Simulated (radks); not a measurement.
The numbers below are computed, except where a source is named.
Tl III, configuration [Kr] 4d10 4f14 5s2 5p5.75 5d10 6s1 6d0.25 (fractional occupations, a model configuration).

Level of theory: scalar-relativistic Kohn-Sham, r2SCAN, spin-polarised, spherical densities, finite nucleus; open shells are filled with parallel spins first (spin-orbit coupling, left out, can overturn this in heavy ions); meta-GGA in the generalised Kohn-Sham scheme; Fermi nuclear charge, rms radius 5.4759 fm (a radial shooting solver on a logarithmic mesh with Libxc functionals).

Energy parts (hartree):
part                       energy
total                 -20241.2919
kinetic                22785.5822
electron-nucleus      -50409.4951
Hartree                 7760.9024
exchange-correlation    -378.2814

Orbitals (lengths in bohr, moments of r in powers of bohr; r(90%) holds 90 % of the orbital's charge):
orbital	occ.	eigenvalue (hartree)	<r>	r(90%)
1s up	1	-3149.718	0.01632	0.0299
1s down	1	-3149.715	0.01632	0.0299
2s up	1	-562.5389	0.06875	0.107
2s down	1	-562.5383	0.06875	0.107
2p up	3	-483.9579	0.06235	0.102
2p down	3	-483.9563	0.06235	0.102
3s up	1	-135.2872	0.1774	0.260
3s down	1	-135.2859	0.1774	0.260
3p up	3	-112.5713	0.1792	0.268
3p down	3	-112.5697	0.1792	0.268
3d up	5	-88.95827	0.1625	0.252
3d down	5	-88.95664	0.1625	0.252
4s up	1	-31.04625	0.3916	0.561
4s down	1	-31.04258	0.3916	0.561
4p up	3	-23.56807	0.4172	0.604
4p down	3	-23.56434	0.4172	0.604
4d up	5	-14.74860	0.4396	0.654
4d down	5	-14.74425	0.4395	0.654
4f up	7	-5.00783	0.4676	0.744
4f down	7	-5.00263	0.4674	0.744
5s up	1	-5.67204	0.8795	1.25
5s down	1	-5.65599	0.8796	1.25
5p up	3	-3.63063	1.008	1.46
5p down	2.75	-3.61525	1.006	1.45
5d up	5	-1.32857	1.349	2.05
5d down	5	-1.30381	1.334	2.02
6s up	1	-1.00509	2.227	3.21
6s down	0	-0.93801	2.227	3.22
6d up	0.25	-0.29812	4.748	6.92

The highest occupied level is 6d up at -8.112 eV. The configuration is held as typed, so some empty levels lie below it. The spin density at the nucleus is 276.7 e/bohr^3 (1s 0.3, 2s 1.0, 3s 1.1, 4s 1.0, 5s 1.5, 6s 271.8). Spin moment in Bohr magnetons: 1.5. The electron density at the nucleus is 2.719e+06 e/bohr^3 (large components only). Summed over all electrons, <r^2> = 49.19 bohr^2, which gives a Langevin (diamagnetic) susceptibility term of -39 x 10^-6 cm^3/mol. The density falls to 0.001 e/bohr^3 at r = 3.72 bohr.
